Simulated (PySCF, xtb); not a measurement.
C2H2BCl, SMILES C(BCl)#C.

Harmonic wavenumbers (cm⁻¹) from xtb with GFN2-xTB at its own minimum, in rising order: 143, 254, 412, 652, 655, 726, 753, 929, 1093, 2196, 2608, 3362.

Question: What does B3LYP-D3(BJ)/def2-SVP run with PySCF 2.14.0 give at its own minimum? (Estimate from the structure and the level; the computed values follow.)

Answer: 169, 276, 449, 694, 784, 792, 818, 950, 1152, 2166, 2654, 3457. Paired by order, the mean absolute difference is 53 cm⁻¹ and the zero-point energies are 19.7 and 20.5 kcal/mol.
